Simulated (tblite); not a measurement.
Isomers of C5H14NPSi2. Computed with GFN2-xTB (tblite): harmonic, unscaled wavenumbers at the GFN2-xTB geometry, gas phase. This tight-binding method is rough: wavenumbers can miss measured ones by several per cent, in bad cases by 10 to 20. Modes of hydrogen on phosphorus and silicon can be 10 to 20 % off. One conformer each.

Electronic energies: GFN2-xTB at the same geometries; isomer energies are rough at this level and their order can be wrong.

| SMILES | electronic energy, lowest = 0 (kJ/mol) |
| --- | --- |
| CC(C)N[SiH2]C#C[SiH2]P | 98.0 |
| C=C(C)[Si@@H](P)/C=C/[SiH2]N | 168.8 |
| C=C[C@@H]1C[C@H]1[Si@@H](P)N[SiH3] | 17.3 |
| C=C/C=C/CN([SiH3])[SiH2]P | 0.0 |
| C=C[C@@H]1C[C@@H]1[Si@H](P)N[SiH3] | 12.8 |
| C=C[SiH2]N[Si@@H](P)C1CC1 | 69.9 |

Q: How do GFN2-xTB zero-point energies change the relative energies?

A: 
| SMILES | ZPE (kJ/mol) | of it from modes above 1550 cm⁻¹ | electronic (kJ/mol) | with ZPE, lowest = 0 (kJ/mol) | lowest mode (cm⁻¹) | rings |
| --- | --- | --- | --- | --- | --- | --- |
| C=C/C=C/CN([SiH3])[SiH2]P | 436.2 | 241.8 | 0.0 | 0.0 | 26 | 0 |
| C=C[C@@H]1C[C@@H]1[Si@H](P)N[SiH3] | 442.6 | 240.2 | 12.8 | 19.2 | 20i | 1 |
| C=C[C@@H]1C[C@H]1[Si@@H](P)N[SiH3] | 442.7 | 241.1 | 17.3 | 23.8 | 4i | 1 |
| C=C[SiH2]N[Si@@H](P)C1CC1 | 447.5 | 244.7 | 69.9 | 81.2 | 14 | 1 |
| CC(C)N[SiH2]C#C[SiH2]P | 443.6 | 241.6 | 98.0 | 105.4 | 16 | 0 |
| C=C(C)[Si@@H](P)/C=C/[SiH2]N | 442.2 | 255.4 | 168.8 | 174.8 | 17i | 0 |

The zero-point energies span 11.3 kJ/mol, from `C=C/C=C/CN([SiH3])[SiH2]P` to `C=C[SiH2]N[Si@@H](P)C1CC1`. Slightly imaginary modes are left out of the zero-point energy: `C=C[C@@H]1C[C@@H]1[Si@H](P)N[SiH3]` 19.7i cm⁻¹, `C=C[C@@H]1C[C@H]1[Si@@H](P)N[SiH3]` 3.5i cm⁻¹ and `C=C(C)[Si@@H](P)/C=C/[SiH2]N` 16.6i cm⁻¹. The order is unchanged.
